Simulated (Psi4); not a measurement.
Pair of molecules, SMILES F with SMILES C#C (the first has 2 atoms); geometry from B3LYP-D3(BJ)/def2-TZVP, rigid monomers moved along the line of their centres of mass till H2···C3 is 1.99 Å.
(charge 0, multiplicity 1):
```xyz
6

F     -0.032    -0.012     0.349
H     -0.018    -0.004     1.283
C      0.252    -0.538     3.179
C     -0.233     0.557     3.178
H      0.683    -1.511     3.188
H     -0.664     1.530     3.185
```

Computed with Psi4 with SAPT0/jun-cc-pV(D+d)Z.

**Question.** Which attractive term is largest, and how does the interaction split up?

**Answer.** electrostatics -10.21, exchange 15.35, induction -5.95, dispersion -2.62, total -3.42 kcal/mol; the largest attraction is electrostatics.
